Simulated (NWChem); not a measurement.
System: CH$_{4}$O$_{2}$Si; SMILES O=CO[SiH3]

```xyz
8

O     -0.7352    -1.5818     0.0000
C      0.4379    -1.2941     0.0000
O      0.9177    -0.0400     0.0000
Si    -0.2108     1.2567     0.0000
H      1.2571    -2.0282     0.0000
H     -1.0437     1.2241    -1.2237
H     -1.0437     1.2241     1.2237
H      0.6642     2.4506     0.0000
```
Atoms are numbered in this order, from 1.

Program: NWChem. The geometry was optimised at B3LYP/6-31G* (spherical d). Static field.

Predict the results for PBE/aug-cc-pVDZ. Quantities: isotropic polarisability (bohr³); anisotropy (bohr³).


```
Property                          Result
--------------------------------  ------
isotropic polarisability (bohr³)    49.3
anisotropy (bohr³)                  16.0
```
